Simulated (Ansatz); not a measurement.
`C#CCCCCCCCCCC`, 34 atoms. Hardware: 4 threads of Intel Xeon Platinum 8488C on a shared host.

Correlated methods freeze 12 core orbitals.

Task: How many basis functions does each of these Ansatz runs have, and roughly what does it cost? HF/STO-3G, charge 0 singlet, energy; MP2/def2-SVP, charge 0 singlet, energy, from earlier orbitals; B97M-V/def2-TZVP, charge 0 singlet, energy, from earlier orbitals; PBE-D4/def2-SVP, charge 0 singlet, energy, from earlier orbitals; r2SCAN-D4/def2-SVP, charge -1 doublet, relaxation, 22 steps; PBE0-D4/def2-SVP, charge -1 doublet at the geometry of the charge 0 singlet, energy; PBE0-D4/def2-SVP, charge 0 triplet at the geometry of the charge 0 singlet, energy; PBE-D4/def2-SVP, charge 1 doublet at the geometry of the charge 0 singlet, energy, from earlier orbitals; PBE-D4/def2-SVP, charge -1 doublet, energy, from earlier orbitals; r2SCAN-D4/def2-SVP, charge 1 doublet, relaxation, 8 steps; PBE-D4/def2-SVP, charge -1 doublet at the geometry of the charge 0 singlet, energy, from earlier orbitals; PBE0-D4/def2-SVP, charge 1 doublet, energy, from earlier orbitals.

Result: Other jobs shared the machine, so times can vary by a factor of up to 3. A dash marks memory too small to be measured apart from the calling script's.

```
                                                                                                      run  functions  fitting or Cholesky vectors  wall time  peak host memory (GiB)
                                                                      HF/STO-3G, charge 0 singlet, energy         82                         1176      0.6 s                       –
                                         PBE-D4/def2-SVP, charge 0 singlet, energy, from earlier orbitals        278                         3172        3 s                       –
                                            MP2/def2-SVP, charge 0 singlet, energy, from earlier orbitals        278                         2907        7 s                       1
PBE-D4/def2-SVP, charge -1 doublet at the geometry of the charge 0 singlet, energy, from earlier orbitals        278                         3172        9 s                       –
                                        PBE-D4/def2-SVP, charge -1 doublet, energy, from earlier orbitals        278                         3172       10 s                       –
 PBE-D4/def2-SVP, charge 1 doublet at the geometry of the charge 0 singlet, energy, from earlier orbitals        278                         3172       16 s                     1.4
                      PBE0-D4/def2-SVP, charge -1 doublet at the geometry of the charge 0 singlet, energy        278                         3172       22 s                     1.9
                                        B97M-V/def2-TZVP, charge 0 singlet, energy, from earlier orbitals        504                         3128       25 s                     1.5
                                        PBE0-D4/def2-SVP, charge 1 doublet, energy, from earlier orbitals        278                         3172       33 s                     2.6
                       PBE0-D4/def2-SVP, charge 0 triplet at the geometry of the charge 0 singlet, energy        278                         3172       37 s                     2.5
                                                r2SCAN-D4/def2-SVP, charge 1 doublet, relaxation, 8 steps        278                         3172       72 s                       –
                                              r2SCAN-D4/def2-SVP, charge -1 doublet, relaxation, 22 steps        278                         3172    2.9 min                       –
```
